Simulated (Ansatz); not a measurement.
A run for Ansatz (a first-principles code): U-r2SCAN/def2-TZVPP on C6H6N (SMILES [NH]c1ccccc1), 2S+1 = 2, atoms moved off the minimum.

Ansatz 0.2 input:
```yaml
crystal:
  periodic: [false, false, false]
  atoms:
    - {symbol: N, position_ang: [2.41299832, -0.23666032, -0.18469115]}
    - {symbol: C, position_ang: [0.98575441, -0.09037422, -0.06133594]}
    - {symbol: C, position_ang: [0.11711896, -1.22554809, -0.01315242]}
    - {symbol: C, position_ang: [-1.16345419, -1.18997621, 0.06727554]}
    - {symbol: C, position_ang: [-1.82469080, 0.13015962, 0.08224325]}
    - {symbol: C, position_ang: [-1.02755933, 1.28362073, 0.02503805]}
    - {symbol: C, position_ang: [0.44181987, 1.20804109, -0.01870203]}
    - {symbol: H, position_ang: [2.77186463, 0.66971776, -0.21826897]}
    - {symbol: H, position_ang: [0.68852961, -2.20918065, -0.00814408]}
    - {symbol: H, position_ang: [-1.82845543, -1.99634656, 0.12806871]}
    - {symbol: H, position_ang: [-2.87396899, 0.22728248, 0.16890725]}
    - {symbol: H, position_ang: [-1.45510792, 2.25079928, 0.13732833]}
    - {symbol: H, position_ang: [0.98504739, 2.10324780, -0.05728237]}
basis:
  gaussian:
    orbitals: def2-TZVPP
hamiltonian:
  xc: {name: r2SCAN}
magnetization: {spin_polarized: true, initial_magnetization: 1}
output: {forces: true}
```

The log:

```
WARN ansatz: RAYON_NUM_THREADS=8 ignored (pool sized by the plan → 8); use --threads N
Functional definition: r2SCAN
integrals: 0.27 GiB planned
1589 factors; their error is unknown
0.43 GiB of the device are held for the grids
1.81 GiB of device memory are held for the factors and their scratch space
mean field: 2.19 GiB planned
mean field evaluation 1: about -7794.3136 eV, gradient 4.9e1 eV
mean field evaluation 2: about -7788.5852 eV, gradient 6.0e1 eV
mean field evaluation 4: about -7805.7280 eV, gradient 6.9e0 eV
mean field evaluation 8: about -7806.0015 eV, gradient 3.2e-1 eV
mean field evaluation 16: about -7805.9645 eV, gradient 1.2e-2 eV
mean field -7805.96451646 eV, -286.8639049072 hartree, gradient 3.8e-5 eV, S^2 0.806806; 0 other end points of the search recorded, 0 dependent functions left out
the calculation of the forces begins
reference -7805.96453026 eV, -286.8639054142 hartree; 25, 24 occupied and 276, 277 virtual orbitals, 1589 factors
Total energy: -7805.96453026 eV, -286.8639054142 hartree
Atom 0 at     2.412998    -0.236660    -0.184691 Å, force    -3.807768    -2.547199     0.363852 eV/Å
Atom 1 at     0.985754    -0.090374    -0.061336 Å, force     2.965207     1.054076    -0.402341 eV/Å
Atom 2 at     0.117119    -1.225548    -0.013152 Å, force     6.386349    -2.260810    -0.128914 eV/Å
Atom 3 at    -1.163454    -1.189976     0.067276 Å, force    -5.151748     3.754106     0.156048 eV/Å
Atom 4 at    -1.824691     0.130160     0.082243 Å, force     2.672821    -0.379952    -0.114684 eV/Å
Atom 5 at    -1.027559     1.283621     0.025038 Å, force     2.094087    -1.174467     0.394920 eV/Å
Atom 6 at     0.441820     1.208041    -0.018702 Å, force    -4.206472    -1.875371    -0.072437 eV/Å
Atom 7 at     2.771865     0.669718    -0.218269 Å, force     0.800936     2.105474    -0.038998 eV/Å
Atom 8 at     0.688530    -2.209181    -0.008144 Å, force    -0.809021     1.181267    -0.078146 eV/Å
Atom 9 at    -1.828455    -1.996347     0.128069 Å, force    -0.440203    -1.419217     0.044056 eV/Å
Atom 10 at    -2.873969     0.227282     0.168907 Å, force    -0.950252    -0.061587     0.035536 eV/Å
Atom 11 at    -1.455108     2.250799     0.137328 Å, force    -0.487809     0.659240    -0.156167 eV/Å
Atom 12 at     0.985047     2.103248    -0.057282 Å, force     0.933874     0.964441    -0.002727 eV/Å
Dipole moment:    -0.434943     0.310005     0.053520 e Å
```

The calculation finished and met its thresholds.
